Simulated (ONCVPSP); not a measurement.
neodymium (Nd), ONCV: configuration errors across variants

ONCVPSP 4.0.1 input, shortened (lines: element, Z, core and valence counts, functional; n l f; lmax; l rc ep ncon nbas qcut; lloc lpopt rc5 dvloc0; l nproj debl; icmod fcfact rcfact), LDA (Perdew-Wang 92), scalar-relativistic:

```
  Nd 60.00   10    4  -001012      upf
    1    0    2.00
    2    0    2.00
    2    1    6.00
    3    0    2.00
    3    1    6.00
    3    2   10.00
    4    0    2.00
    4    1    6.00
    4    2   10.00
    4    3    3.00
    5    0    2.00
    5    1    6.00
    5    2    1.00
    6    0    2.00
    2
    0    2.10    0.00    4    8    5.30
    1    2.00    0.00    4    8    7.20
    2    2.25    0.00    4    8    3.80
    4    5    1.85    3.00
    0    3    3.60
    1    2    2.20
    2    1    3.30
    3    2.00    1.00
```

All-electron excitation energies from the reference (eV): (1) 5s2 5p6 5d1 6s1 6.464; (2) 5s2 5p6 5d1 6s0 18.161; (3) 5s2 5p6 5d0 6s0 37.834; (4) 5s2 5p6 5d2 6s1 1.169.

1 further variants failed, have other tests or too few solved ones, and are left out.

Errors AE − PS in meV (a dash: test not solved or not reliable):

```csv
change,(1),(2),(3),(4),bound ghosts,GHOST(+) flags above zero
base,-1.1,-0.7,-43,-5.3,none,s
"s: rc 1.76; local potential polynomial inside 1.76 bohr (lpopt 5, dvloc0 3 Ha)",-0.9,+0.8,-42,-4.5,none,s
s: rc 2.18,-1.2,-1.1,-44,-5.4,none,s
s: rc 2.34,-1.3,-2.0,-44,-5.9,none,s
s: rc 2.6,-1.6,-3.5,-45,-6.5,none,s
s: rc 2.78,-1.7,-4.4,-45,-6.9,none,s
s: rc 3.02,-1.8,-5.4,-44,-7.5,none,s
```

Question: Give the same row for: s: rc 1.88.

Answer: -1.0, +0.3, -42, -4.8; bound ghosts: none; GHOST(+) flags above zero: s.
